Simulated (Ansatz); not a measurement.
Isolated molecules relaxed with PBE0-D4/def2-TZVP in Ansatz; ΔE leaves out vibrations. CBS: MP2 limit from def2 TZ/QZ plus the TZ coupled-cluster correction, frozen cores. Functionals use def2-TZVPP. Each species was taken in one conformer, which may not be the lowest.

Consider the substitution at a C–N bond: `C[N](C)[AlH][NH2]` + `OBS` → `COBS` + `C[NH][AlH][NH2]`.

| species | BLYP energy (Eh) |
| --- | --- |
| `C[N](C)[AlH][NH2]` | -433.61698 |
| `OBS` | -500.17149 |
| `COBS` | -539.45874 |
| `C[NH][AlH][NH2]` | -394.32518 |

Q: Work out ΔE.

A: ΔE = (-539.45874) + (-394.32518) − (-433.61698) − (-500.17149) = 0.00455 Eh = +2.9 kcal/mol. CCSD(T)/CBS gives +5.1 kcal/mol.

Largest T1 diagnostic among the species: 0.013.

Leaving LDA and LC-ωPBE aside and taking each functional with its dispersion term where it has one, the values, not all of them listed here, spread over 2.0 kcal/mol, from CAM-B3LYP-D4 to revPBE-D4. LDA lies +1.7 kcal/mol from PBE without D4. The D4 term adds +1.1 kcal/mol with B3LYP and +0.6 kcal/mol with PBE0; it sums over pairs of atoms, weighted by their polarisabilities, and B3LYP, whose exchange is more repulsive, gets the larger term. At CCSD(T), def2-SVP lies +0.7 kcal/mol from the extrapolated value and def2-TZVPP +0.1 kcal/mol.

B3LYP here is the variant with VWN-RPA as its local correlation; programs differ in this.
